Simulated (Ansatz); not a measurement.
```xyz
4

B     0.0000    0.0000    0.0000
P     2.7676    0.0000    0.0000
P    -1.3838    2.3968    0.0000
P    -1.3838   -2.3968    0.0000
```

Basis set: pcseg-2 (spherical functions). Charge 0, multiplicity 3.

Computed with Ansatz (development build ahead of 0.2.0); each method stands on the lowest determinant of its kind that the runs found. Restricted functionals stand beside restricted open-shell atoms, which can lie above the unrestricted atoms usual in DFT and then raise those values.

Problem. Give the atomization energy at this shape (free ground-state atoms in the same class of orbitals less the molecule, no zero-point energy) of triplet BP₃ by PBE (unrestricted), PBE (restricted open-shell).

Solution.

```csv
method,atomization energy
PBE (unrestricted),3.47 eV
PBE (restricted open-shell),1.64 eV
```

Caution: other spin multiplicities may lie lower; the shape is not the minimum. Caution for PBE (unrestricted): the unrestricted determinant is a mixture of spin states. Caution for PBE (restricted open-shell): an unrestricted determinant lies well below.
